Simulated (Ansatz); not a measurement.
**Question.** Name a neutral molecule of C, O, Si and H with size of the dipole moment (B3LYP/def2-TZVPP) between 2.70 and 3.00 D and HOMO–LUMO gap (ωB97M-V/def2-TZVPP) between 11.40 and 11.70 eV (Ansatz, PBE0-D4/def2-TZVP geometry).

**Answer.** `COC#C[SiH3]` (2.76 D, 11.56 eV); `O=CC[SiH3]` (2.74 D, 11.56 eV). Other molecules can fit too; these were computed, each in one conformer that needn't be the lowest.

B3LYP here is the variant with VWN-RPA as its local correlation; programs differ in this.
